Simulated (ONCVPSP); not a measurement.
Configuration tests for caesium (Cs) (ONCV)

caesium (Cs), optimised norm-conserving Vanderbilt (ONCV), made with ONCVPSP 4.0.1 (PBE, fully relativistic). Core [Kr] 4d10, reference 5s2 5p6 6s1. Waves: 5s+6s: rc 2.95 bohr, ncon 4, nbas 8, qcut 4.7 1/bohr, 2 projectors; 5p: rc 3.10 bohr, ncon 5, nbas 9, qcut 4.9 1/bohr, 2 projectors, debl 1.4 Ha; d scattering state at 0.02 Ha: rc 2.60 bohr, ncon 4, nbas 8, qcut 4.3 1/bohr, 2 projectors, debl 0.3 Ha. Local part: polynomial inside 2.15 bohr (lpopt 5, dvloc0 3 Ha). Core correction: Teter function, fcfact 2.75, rcfact 1.8.

Open shells are filled in proportion to 2j + 1.

In the d channel the program set the typed energies aside and used 0.050, 0.350 Ha (j = l + 1/2; the other j can differ).

Energies are relative to the spin-unpolarised reference configuration 5s2 5p6 6s1; without spin polarisation the order of configurations can differ from experiment.

```json
{"valence configuration": "5s2 5p6 6s0", "charge": "+1", "ΔE all-electron (eV)": "3.863", "error AE − PS (meV)": "-4.4"}
{"valence configuration": "5s2 5p5 6s1", "charge": "+1", "ΔE all-electron (eV)": "17.909", "error AE − PS (meV)": "-43"}
```

What are ΔE and the potential's error for 5s2 5p6 6s0.5?

ΔE = 1.471 eV all-electron; the error (AE − PS) is -0.6 meV.

What are ΔE and the potential's error for 5s2 5p6 6s0 6p1?

ΔE = 1.368 eV all-electron; the error (AE − PS) is -2.5 meV.

Levels in the configuration 5s2 5p6 6s0.5:

```json
{"level": "5s j=1/2", "all-electron (eV)": "-29.124", "pseudo (eV)": "-29.128"}
{"level": "5p j=3/2", "all-electron (eV)": "-15.419", "pseudo (eV)": "-15.420"}
{"level": "5p j=1/2", "all-electron (eV)": "-17.054", "pseudo (eV)": "-17.056"}
{"level": "6s j=1/2", "all-electron (eV)": "-3.833", "pseudo (eV)": "-3.836"}
```

These tests converged, but a pseudo level misses the all-electron one widely, so the file describes the atom poorly there or has found another state: 5s2 5p6 6s0 6p1: empty 6s by 2.9 eV.
